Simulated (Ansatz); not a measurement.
Wavefunction ladder for `C[SiH2][SnH3]`

```tsv
atom	x (Å)	y (Å)	z (Å)
C1	0.513	1.453	-0.968
Si2	-0.814	0.253	-0.402
Sn3	0.138	-1.519	1.187
H4	0.091	2.200	-1.645
H5	1.312	0.927	-1.496
H6	0.954	1.973	-0.116
H7	-1.421	-0.437	-1.574
H8	-1.905	0.984	0.301
H9	0.824	-0.793	2.575
H10	1.371	-2.427	0.425
H11	-1.064	-2.613	1.713
```

Total charge 0; spin multiplicity 1. Correlated methods include outer-core shells of Sn, which these sets cover unevenly. Sn: def2 effective core potential. All single points use the PBE0-D4/def2-TZVP geometry. Frozen core, restricted reference, Ansatz.

```json
{"basis": "def2-SVP", "HF (Eh)": "-544.66637", "MP2 corr.": "-0.37069", "CCSD corr.": "-0.43089", "(T)": "-0.01156", "CCSD(T) total": "-545.10882"}
{"basis": "def2-TZVPP", "HF (Eh)": "-544.82314", "MP2 corr.": "-0.65040", "CCSD corr.": "-0.69489", "(T)": "-0.02163", "CCSD(T) total": "-545.53966"}
{"basis": "def2-QZVPP", "HF (Eh)": "-544.83591", "MP2 corr.": "-0.88327", "CCSD corr.": "–", "(T)": "–", "CCSD(T) total": "–"}
```
